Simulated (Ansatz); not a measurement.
Cartesian coordinates (Å):
```xyz
5

B     -0.5764    -0.0582    -0.0121
S      1.0769    -0.6629     0.1093
H     -1.4357    -0.8806     0.0616
H     -0.8052     1.1007    -0.1578
H      1.7403     0.5011    -0.0009
```
Charge 0, spin multiplicity 1.

All values below come from frozen-core CCSD(T)/cc-pVTZ // PBE0-D4/def2-TZVP in Ansatz (a first-principles code).

```yaml
HF energy: -424.00075 Ha
MP2 correlation energy: -0.28600 Ha
```

Q: Estimate the CCSD correlation energy, the (T) correction, the total energy and the T1 diagnostic.

A: 
```yaml
CCSD correlation energy: -0.31912 Ha
"(T) correction": -0.01306 Ha
CCSD(T) total energy: -424.33293 Ha
T1 diagnostic: 0.015
```
